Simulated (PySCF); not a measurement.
Magnetic susceptibility: `C#[C][GaH][CH2]C[SiH3]`, C$_{4}$H$_{9}$GaSi

Molfile (atoms numbered from 1):
```
C4H9GaSi
     RDKit          3D

 15 14  0  0  0  0  0  0  0  0999 V2000
    4.4202   -0.0503    0.6926 C   0  0  0  0  0  0  0  0  0  0  0  0
    3.3304   -0.3677    0.2430 C   0  0  0  0  0  0  0  0  0  0  0  0
    1.6025   -0.8625   -0.4428 Ga  0  0  0  0  0  3  0  0  0  0  0  0
    0.0217    0.1406    0.1739 C   0  0  0  0  0  0  0  0  0  0  0  0
   -1.3245   -0.3199   -0.3936 C   0  0  0  0  0  0  0  0  0  0  0  0
   -2.7896    0.6929    0.2369 Si  0  0  0  0  0  4  0  0  0  0  0  0
    5.3809    0.2289    1.0891 H   0  0  0  0  0  0  0  0  0  0  0  0
    1.5278   -2.0468   -1.4675 H   0  0  0  0  0  0  0  0  0  0  0  0
    0.0268    0.0979    1.2786 H   0  0  0  0  0  0  0  0  0  0  0  0
    0.2115    1.2046   -0.0597 H   0  0  0  0  0  0  0  0  0  0  0  0
   -1.5157   -1.3800   -0.1516 H   0  0  0  0  0  0  0  0  0  0  0  0
   -1.3279   -0.2703   -1.4965 H   0  0  0  0  0  0  0  0  0  0  0  0
   -2.8760    0.5989    1.7282 H   0  0  0  0  0  0  0  0  0  0  0  0
   -4.0798    0.2080   -0.3466 H   0  0  0  0  0  0  0  0  0  0  0  0
   -2.6126    2.1337   -0.1285 H   0  0  0  0  0  0  0  0  0  0  0  0
  1  2  3  0
  2  3  1  0
  3  4  1  0
  4  5  1  0
  5  6  1  0
  1  7  1  0
  3  8  1  0
  4  9  1  0
  4 10  1  0
  5 11  1  0
  5 12  1  0
  6 13  1  0
  6 14  1  0
  6 15  1  0
M  END
```

Method used: GIAO PBE0/6-31G magnetisability, rotational g tensor and spin-rotation constants, non-relativistic, gas phase (PySCF 2.14.0). Geometry: PBE0-D3(BJ)/def2-SVP.

The calculation is non-relativistic, which matters for the atoms heavier than Zn.

Question: What are the magnetisability and the molar susceptibility?

Answer: Isotropic -1441 × 10⁻³⁰ J/T², or -86.8 × 10⁻⁶ cm³/mol; principal values -1478, -1472, -1374 × 10⁻³⁰ J/T², anisotropy 101 × 10⁻³⁰ J/T² (root of half the summed squared differences of the principal values). The susceptibility is in cgs units.

Question: Split it along the inertial axes a, b, c into diamagnetic and paramagnetic parts about the centre of mass, with the quadrupole moment.

Answer: 
| axis | χ (10⁻⁶ cm³/mol) | diamagnetic (10⁻⁶ cm³/mol) | paramagnetic (10⁻⁶ cm³/mol) | summed x² of all electrons (Å²) | quadrupole Θ (D Å) |
| --- | --- | --- | --- | --- | --- |
| a | -88.1 | -299.8 | 211.7 | 451.6 | -2.36 |
| b | -83.2 | -1989.9 | 1906.6 | 53.2 | -0.93 |
| c | -89.0 | -2141.4 | 2052.4 | 17.5 | +3.29 |

Anisotropies 2χaa − χbb − χcc = -4.0 and 2χbb − χaa − χcc = +10.7 × 10⁻⁶ cm³/mol. Θ is traceless in Buckingham's convention.

Question: And the rotational g tensor?

Answer: 
| axis | rotational constant (GHz) | g | nuclear part | electronic part |
| --- | --- | --- | --- | --- |
| a | 6.8583 | -0.0377 | 0.6444 | -0.6822 |
| b | 0.6226 | -0.0051 | 0.5525 | -0.5576 |
| c | 0.5787 | -0.0039 | 0.5541 | -0.5579 |

Asymmetric top; isotopes 12C, 69Ga, 1H, 28Si; no vibrational averaging.
